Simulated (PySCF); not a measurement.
AlCl2H2N, SMILES [NH2][Al]([Cl])[Cl]. Atoms are numbered in the order given.

```xyz
6

Al     0.0000     0.0000     0.3336
Cl     0.0000     1.8133    -0.7143
Cl     0.0000    -1.8133    -0.7143
N      0.0000     0.0000     2.0878
H      0.0000    -0.8331     2.6678
H      0.0000     0.8331     2.6678
```
Charge 0, spin multiplicity 1.

Geometry: r2SCAN-D4/def2-SVP. Other conformers were not sampled.

Computed with PBE0/def2-TZVPD (PySCF).

Mulliken values depend strongly on the basis, most of all with diffuse functions as here. Atomic charges (e):

| atom | Mulliken | meta-Löwdin |
|---|---|---|
| Al1 | 0.44 | 0.93 |
| Cl2 | -0.27 | -0.33 |
| Cl3 | -0.27 | -0.33 |
| N4 | -0.30 | -0.75 |
| H5 | 0.20 | 0.25 |
| H6 | 0.20 | 0.25 |
